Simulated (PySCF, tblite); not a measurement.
Isomers of C4H12N2OSi2. Method: GFN2-xTB as coded in tblite; computed harmonic values from a numerical Hessian at the method's own geometry, unscaled. Errors from tens to a few hundred cm⁻¹ against measured bands are possible. Modes of hydrogen on silicon can be 10 to 20 % off. One conformer each.

Electronic energies: PBE0/pcSseg-1 single points on the GFN2-xTB geometries (PySCF, gas phase).

| SMILES | electronic energy, lowest = 0 (kcal/mol) |
| --- | --- |
| C/N=C\CC(=O)[Si@H](N)[SiH3] | 112.0 |
| C[Si](C)(C)O[Si@H](N)C#N | 0.0 |
| CC(=O)/C=N/[SiH2]N(C)[SiH3] | 86.1 |
| C#CCC[Si](N)(N)O[SiH3] | 45.8 |
| CC(=O)N1[SiH2]CN[Si@H]1C | 32.2 |
| C=C[Si@@H]([SiH2]N)N(C)C=O | 77.6 |

Problem. How do GFN2-xTB zero-point energies change the relative energies?

Solution. 
```
                     SMILES  ZPE (kcal/mol)  of it from modes above 1550 cm⁻¹  electronic (kcal/mol)  with ZPE, lowest = 0 (kcal/mol)  lowest mode (cm⁻¹)  rings
   C[Si](C)(C)O[Si@H](N)C#N            98.9                              55.8                    0.0                              0.0                   1      0
   CC(=O)N1[SiH2]CN[Si@H]1C            99.4                              51.5                   32.2                             32.6                  64      1
     C#CCC[Si](N)(N)O[SiH3]            96.4                              54.8                   45.8                             43.4                 14i      0
 C=C[Si@@H]([SiH2]N)N(C)C=O            97.0                              53.9                   77.6                             75.7                  38      0
CC(=O)/C=N/[SiH2]N(C)[SiH3]            93.9                              50.9                   86.1                             81.0                 14i      0
C/N=C\CC(=O)[Si@H](N)[SiH3]            95.4                              53.1                  112.0                            108.5                  29      0
```

The zero-point energies span 5.5 kcal/mol, from `CC(=O)/C=N/[SiH2]N(C)[SiH3]` to `CC(=O)N1[SiH2]CN[Si@H]1C`. Slightly imaginary modes are left out of the zero-point energy: `C#CCC[Si](N)(N)O[SiH3]` 14.3i cm⁻¹ and `CC(=O)/C=N/[SiH2]N(C)[SiH3]` 14.4i cm⁻¹. The order is unchanged.

Problem. And how do the electronic energies of GFN2-xTB itself compare?

Solution. `C[Si](C)(C)O[Si@H](N)C#N` 20.0; `CC(=O)N1[SiH2]CN[Si@H]1C` 0.0; `C#CCC[Si](N)(N)O[SiH3]` 16.3; `C=C[Si@@H]([SiH2]N)N(C)C=O` 55.4; `CC(=O)/C=N/[SiH2]N(C)[SiH3]` 39.7; `C/N=C\CC(=O)[Si@H](N)[SiH3]` 82.8 kcal/mol, lowest = 0. Against the energies above, taken from the same isomer `C[Si](C)(C)O[Si@H](N)C#N`, the largest difference is 66.4 kcal/mol.

Problem. What do entropy and thermal enthalpy add at 298.15 K and 1 bar (rigid rotor, harmonic oscillator, one conformer each)?

Solution. 
```tsv
SMILES	point group	symmetry number	S (cal/(mol K))	H − H(0) (kcal/mol)	ZPE + H − H(0) − TS (kcal/mol)
CC(=O)N1[SiH2]CN[Si@H]1C	C1	1	108.4	8.37	75.4
C=C[Si@@H]([SiH2]N)N(C)C=O	C1	1	117.0	9.26	71.4
C/N=C\CC(=O)[Si@H](N)[SiH3]	C1	1	118.7	9.37	69.4
```

Not tabulated: `C[Si](C)(C)O[Si@H](N)C#N` (lowest mode only 1 cm⁻¹); `C#CCC[Si](N)(N)O[SiH3]` (lowest mode only 14i cm⁻¹); `CC(=O)/C=N/[SiH2]N(C)[SiH3]` (lowest mode only 14i cm⁻¹).
